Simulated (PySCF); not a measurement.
Re (rhenium, neutral) across methods

[Xe] 4f14 5d7, high-spin 4F determinant (an excited configuration). All numbers are calculated (PySCF 2.14, scalar relativity through the core potential, in aug-cc-pwCVTZ-PP with ECP60MDF (8s8p7d4f3g, 122 functions)). The B2PLYP total includes its PT2 part (frozen core); its orbital energies are those of the SCF part.

```json
{"method": "BLYP", "E (hartree)": "-78.3001", "mean ε 5p β (eV)": "-42.102", "mean ε 5d α (eV)": "-3.435", "mean ε 5d β (eV)": "-2.331", "Σ⟨r²⟩ (bohr²)": "53.78", "⟨S²⟩": "3.759"}
{"method": "B2PLYP", "E (hartree)": "-78.1134", "mean ε 5p β (eV)": "-46.837", "mean ε 5d α (eV)": "-5.565", "mean ε 5d β (eV)": "-3.967", "Σ⟨r²⟩ (bohr²)": "52.02", "⟨S²⟩": "3.762"}
{"method": "PBE0", "E (hartree)": "-78.2989", "mean ε 5p β (eV)": "-44.392", "mean ε 5d α (eV)": "-4.633", "mean ε 5d β (eV)": "-3.165", "Σ⟨r²⟩ (bohr²)": "52.18", "⟨S²⟩": "3.759"}
{"method": "PBE", "E (hartree)": "-78.3423", "mean ε 5p β (eV)": "-42.063", "mean ε 5d α (eV)": "-3.601", "mean ε 5d β (eV)": "-2.297", "Σ⟨r²⟩ (bohr²)": "53.29", "⟨S²⟩": "3.758"}
{"method": "UHF", "E (hartree)": "-77.62082", "mean ε 5p β (eV)": "-50.651", "mean ε 5d α (eV)": "-7.374", "mean ε 5d β (eV)": "-5.082", "Σ⟨r²⟩ (bohr²)": "51.19", "⟨S²⟩": "3.770"}
{"method": "r2SCAN", "E (hartree)": "-78.3338", "mean ε 5p β (eV)": "-42.782", "mean ε 5d α (eV)": "-3.690", "mean ε 5d β (eV)": "-2.248", "Σ⟨r²⟩ (bohr²)": "52.54", "⟨S²⟩": "3.765"}
{"method": "LDA", "E (hartree)": "-78.1486", "mean ε 5p β (eV)": "-42.142", "mean ε 5d α (eV)": "-3.759", "mean ε 5d β (eV)": "-2.402", "Σ⟨r²⟩ (bohr²)": "53.38", "⟨S²⟩": "3.757"}
{"method": "r2SCAN0", "E (hartree)": "-78.2862", "mean ε 5p β (eV)": "-44.862", "mean ε 5d α (eV)": "-4.764", "mean ε 5d β (eV)": "-3.163", "Σ⟨r²⟩ (bohr²)": "51.80", "⟨S²⟩": "3.764"}
```

Energies and moments cover only the electrons outside the core potential. Spin-orbit coupling, absent here, splits the open shell strongly.
